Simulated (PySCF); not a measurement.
This PySCF input asks for the NMR shieldings of SMILES C=CCc1ccc(F)c(S)c1, C$_{9}$H$_{9}$FS; the geometry comes from GFN2-xTB.

```python
import basis_set_exchange as bse
import numpy as np
from pyscf import gto, dft
from pyscf.prop import nmr

atoms = """
C     3.192903   -1.314426   -0.604444
C     2.385452   -0.489215    0.032840
C     1.602390    0.609360   -0.625944
C     0.132856    0.395870   -0.383909
C    -0.578980   -0.509564   -1.163255
C    -1.921132   -0.737527   -0.923335
C    -2.552634   -0.061887    0.101729
F    -3.869813   -0.294454    0.324723
C    -1.867097    0.845276    0.900957
S    -2.642436    1.729619    2.218104
C    -0.517764    1.059687    0.643789
H     3.354845   -1.243248   -1.667809
H     3.734746   -2.091423   -0.093020
H     2.233823   -0.580037    1.100268
H     1.809289    0.617744   -1.697085
H     1.907218    1.569376   -0.202821
H    -0.079113   -1.038669   -1.959810
H    -2.492388   -1.432151   -1.518548
H    -3.854492    1.212381    2.034187
H     0.017178    1.763967    1.263379
"""
names = dict.fromkeys(["C", "F", "S", "H"], "pcSseg-1")
basis = {el: gto.basis.parse(bse.get_basis(n, elements=[el], fmt="nwchem")) for el, n in names.items()}
mol = gto.M(atom=atoms, basis=basis, charge=0, verbose=0)
mf = dft.RKS(mol, xc="PBE0")
mf.grids.level = 2
mf.grids.alignment = dft.numint.BLKSIZE   # the property module wants whole blocks of grid points
mf.conv_tol = 1e-9
mf.kernel()

calc = nmr.RKS(mf)   # GIAO
C = mf.mo_coeff
Co = C[:, mf.mo_occ > 0]
resp = mf.gen_response(singlet=True, hermi=2)
def vind(x):   # induced exchange potential for any number of trial vectors
    d = np.einsum("pi,xij,qj->xpq", C, 2 * x.reshape(-1, C.shape[1], Co.shape[1]), Co, optimize=True)
    return np.einsum("xpq,pi,qj->xij", resp(d - d.transpose(0, 2, 1)), C, Co, optimize=True).ravel()
mo1, _ = nmr.rhf.solve_mo1(calc, with_cphf=vind)
sigma = calc.kernel(mo1)
for i, s in enumerate(sigma):   # ppm
    w = np.linalg.eigvalsh((s + s.T) / 2)
    print("%2d %-2s iso %8.1f  s11 %8.1f  s22 %8.1f  s33 %8.1f" % (i, mol.atom_pure_symbol(i), w.mean(), *w))
```

Task: Give the expected output.

Result: 
```
 0 C  iso     67.6  s11    -38.8  s22     84.5  s33    157.0
 1 C  iso     37.8  s11    -87.6  s22     49.4  s33    151.7
 2 C  iso    140.0  s11    129.6  s22    135.4  s33    155.0
 3 C  iso     44.2  s11    -51.7  s22     11.1  s33    173.1
 4 C  iso     55.3  s11    -42.0  s22     42.4  s33    165.4
 5 C  iso     65.1  s11    -21.2  s22     49.7  s33    166.7
 6 C  iso     22.1  s11    -55.6  s22     37.2  s33     84.8
 7 F  iso    300.7  s11    228.8  s22    307.8  s33    365.7
 8 C  iso     56.9  s11    -12.7  s22     32.9  s33    150.6
 9 S  iso    574.7  s11    358.7  s22    584.7  s33    780.5
10 C  iso     54.6  s11    -39.5  s22     53.6  s33    149.8
11 H  iso     26.3  s11     22.6  s22     25.9  s33     30.4
12 H  iso     26.6  s11     23.6  s22     25.4  s33     30.7
13 H  iso     25.7  s11     22.0  s22     25.0  s33     30.1
14 H  iso     28.5  s11     25.6  s22     27.5  s33     32.3
15 H  iso     28.4  s11     24.1  s22     28.6  s33     32.4
16 H  iso     24.6  s11     20.6  s22     24.4  s33     28.9
17 H  iso     24.4  s11     20.6  s22     25.2  s33     27.4
18 H  iso     27.2  s11     18.5  s22     27.9  s33     35.1
19 H  iso     24.4  s11     19.7  s22     22.9  s33     30.7
```

These numbers come from an equivalent density-fitted implementation of the same equations, which agrees with the script to about 0.01 ppm for H and up to a few tenths of a ppm for heavy atoms, so last digits may differ.

Task: Turn these shieldings into chemical shifts. δ = σ(ref) − σ, references computed at the same level: 13C (186.93 ppm) and 1H (31.72 ppm) against TMS; 19F (170.95 ppm) vs CFCl3; CS2 for 33S (503.73 ppm).

Result: Averaging equivalent atoms: C 6: 164.8; C 1: 149.1; C 3: 142.8; C 10: 132.3; C 4: 131.7; C 8: 130.0; C 5: 121.9; C 0: 119.4; C 2: 46.9; F 7: -129.8; S 9: -71; H 19: 7.30; H 17: 7.28; H 16: 7.09; H 13: 6.04; H 11: 5.43; H 12: 5.15; H 18: 4.52; H 14/15: 3.29 ppm. Unscaled 19F shifts against computed CFCl3 carry errors that often reach 10 to 50 ppm.

Size and cost of the density-fitted run: 239 basis functions, 95 s wall time on 1 thread of an Arm Neoverse N1, shared host; peak memory 1.1 GiB.
